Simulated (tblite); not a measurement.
Compound: C₆H₁₁O₂ (doublet state).
Structure used (GFN2-xTB), in Å, numbered top down from 1:
```
atom  x, y, z in Å
C1     2.0996   -1.1397   -1.1847
C2     1.2904   -0.2337   -0.3228
C3     1.8891    0.9132    0.2486
O4     3.0648    1.2387    0.0532
O5     0.0279   -0.6437   -0.1481
C6    -0.9248    0.1075    0.6028
C7    -1.4331    1.2945   -0.2137
C8    -2.0529   -0.8647    0.9315
H9     1.6856   -1.1784   -2.1925
H10    2.0890   -2.1536   -0.7857
H11    3.1182   -0.7643   -1.2213
H12    1.2590    1.5348    0.9073
H13   -0.4637    0.4600    1.5350
H14   -1.9149    0.9368   -1.1204
H15   -2.1529    1.8624    0.3686
H16   -0.6126    1.9504   -0.4942
H17   -2.8114   -0.3675    1.5284
H18   -1.6639   -1.7130    1.4881
H19   -2.5032   -1.2304    0.0125
```

The geometry is computed with GFN2-xTB (gas phase). This method treats the open shell by occupation alone, without spin polarisation.

Masses are those of the commonest isotopes; rigid-rotor values at the optimised geometry. The values belong to one conformer with, in the numbering `[CH3:1]/[C:2](=[CH:3]\[O:4])[O:5][CH:6]([CH3:7])[CH3:8]`, C1–C2–O5–C6 -178°, C2–O5–C6–C7 77°.

(1) Give the principal moments of inertia and the rotational constants in MHz.

(2) Classify the top.

(3) What does the inertial defect say?

(4) List the rotational levels J(Ka,Kc) to J = 5 (K).

Answers

(1) Ia = 142.04, Ib = 418.18, Ic = 495.46 u·Å²; 505379 MHz·u·Å²/I gives A = 3558, B = 1209, C = 1020 MHz.

(2) An asymmetric top. Ray's parameter κ = (2B − A − C)/(A − C) = -0.851; −1 is the prolate and +1 the oblate limit.

(3) Not planar: Δ = Ic − Ia − Ib = -64.76 u·Å². For a rigid frame Δ = −2 Σ m c², so Σ m c² = 32.38 u·Å² lies off the ab plane: 12.03 from hydrogen and 20.35 from heavier atoms. The atom farthest from that plane is 1.78 Å away.

(4) Above 0(0,0), as E/k:
J = 1: 1(0,1) 0.107, 1(1,1) 0.220, 1(1,0) 0.229
J = 2: 2(0,2) 0.320, 2(1,2) 0.425, 2(1,1) 0.452, 2(2,1) 0.790, 2(2,0) 0.791
J = 3: 3(0,3) 0.639, 3(1,3) 0.732, 3(1,2) 0.786, 3(2,2) 1.111, 3(2,1) 1.113, 3(3,1) 1.698, 3(3,0) 1.698
J = 4: 4(0,4) 1.062, 4(1,4) 1.140, 4(1,3) 1.231, 4(2,3) 1.538, 4(2,2) 1.546, 4(3,2) 2.126, 4(3,1) 2.127, 4(4,1) 2.946, 4(4,0) 2.946
J = 5: 5(0,5) 1.587, 5(1,5) 1.650, 5(1,4) 1.785, 5(2,4) 2.072, 5(2,3) 2.090, 5(3,3) 2.663, 5(3,2) 2.663, 5(4,2) 3.482, 5(4,1) 3.482, 5(5,1) 4.537, 5(5,0) 4.537

For this open shell read J as N, the rotation without spin; fine and hyperfine splittings come on top. Its GFN2-xTB frequencies are all real (lowest 55 cm⁻¹). Constants of a rigid frame at the computed geometry: no zero-point averaging, no centrifugal distortion.

Hardware: one thread of an Arm Neoverse V1, shared host with 64 logical CPUs at a one-minute load of 24. Cost: 0.34 s. This is the geometry optimisation.
